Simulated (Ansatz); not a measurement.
Basis sets compared for [GeF3]- (GeF3⁻). The state is a singlet with charge -1. Geometry r2SCAN-D4/def2-TZVPD. Ansatz on 4 threads of Arm Neoverse V2 on a shared host; times are rough, and most runs start from earlier orbitals.

```xyz
4

Ge    0.707   -0.046    0.099
F    -0.349    0.931    1.207
F    -0.358   -1.517    0.125
F    -0.001    0.632   -1.430
```

The 6-31G sets use Cartesian d functions. B3LYP takes the VWN-RPA correlation.

```
            level  functions  energy (Eh)  HOMO (eV)  LUMO (eV)  wall time
         HF/6-31G         56   -2373.4666      -4.46       8.61      0.2 s
 PBE-D4/def2-SVPD        107   -2375.6836      -0.82       4.47      0.6 s
   B3LYP-D4/6-31G         56   -2376.3674      -1.19       5.81     0.45 s
PBE0-D4/def2-SVPD        107   -2375.7216      -1.96       5.19     0.65 s
```

Question: Estimate the rows for HF/def2-TZVPD, PBE-D4/def2-TZVPD, B3LYP-D4/def2-TZVPD, PBE0-D4/def2-TZVPD (with forces).

Answer: 
```csv
level,functions,energy (Eh),HOMO (eV),LUMO (eV),wall time
HF/def2-TZVPD,174,-2374.0008,-4.48,5.93,0.85 s
PBE-D4/def2-TZVPD,174,-2376.2935,-0.78,4.17,0.95 s
B3LYP-D4/def2-TZVPD,174,-2376.9364,-1.79,4.50,1.2 s
PBE0-D4/def2-TZVPD (with forces),174,-2376.3329,-1.90,4.72,1.9 s
```
